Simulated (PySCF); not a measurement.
Compound: SiCl3(SeBu), C4H9Cl3SeSi.
Numbering: `[CH3:1][CH2:2][CH2:3][CH2:4][Se:5][Si:6]([Cl:7])([Cl:8])[Cl:9]` (hydrogens: H10, H11, H12 on C1; H13, H14 on C2; H15, H16 on C3; H17, H18 on C4)

Computed with PySCF, PBE0-D3(BJ)/def2-SVP geometry optimisation, gas phase.

(1) What internal coordinates does the optimisation give?

Answers

(1) 
```tsv
bond	length (Å)
C1–C2	1.520
C2–C3	1.521
C3–C4	1.517
C4–Se5	1.980
Se5–Si6	2.239
Si6–Cl7, Si6–Cl9	2.058
Si6–Cl8	2.047
C1–H10, C1–H11, C1–H12	1.101
C2–H13, C2–H14	1.104
C3–H15, C3–H16	1.105
C4–H17, C4–H18	1.100
```

Bonds in one row agree within 0.01 Å and their mean is given. A selection of angles:
```tsv
angle	degrees
C1–C2–C3	112.6
C2–C3–C4	115.6
C3–C4–Se5	116.4
C4–Se5–Si6	97.7
Se5–Si6–Cl7	113.9
Se5–Si6–Cl8	108.3
Se5–Si6–Cl9	111.1
Cl7–Si6–Cl8	107.5
Cl7–Si6–Cl9	106.4
Cl8–Si6–Cl9	109.5
```

Torsions: C1–C2–C3–C4 -179° (antiperiplanar); C2–C3–C4–Se5 57° (synclinal); C3–C4–Se5–Si6 58° (synclinal); C4–Se5–Si6–Cl7 -79° (synclinal). The mirror-image conformer, all signs reversed, is as good.

Of the pairs four or more bonds apart, Si6···H15 is among the closest relative to their van der Waals radii: 3.00 Å, 91 % of the sum of Bondi's values. Si6 (chlorine-bound silicon) is distorted tetrahedral (angles from 106.4° to 113.9°). Se5 (selenium bonded to C and Si) is bent (angle 97.7°). All 3 C–C bonds measure 1.517 to 1.521 Å.

Point group: C1 (no symmetry element, even within 0.4 Å). PBE0-D3(BJ)/def2-SVP frequencies: not computed here. One conformer, not necessarily the lowest.

The run took 4.0 min wall on one thread, Arm Neoverse V1 (aarch64), no GPU (shared host), and the process peaked at 1.3 GiB of memory. That covers the optimisation of the geometry.
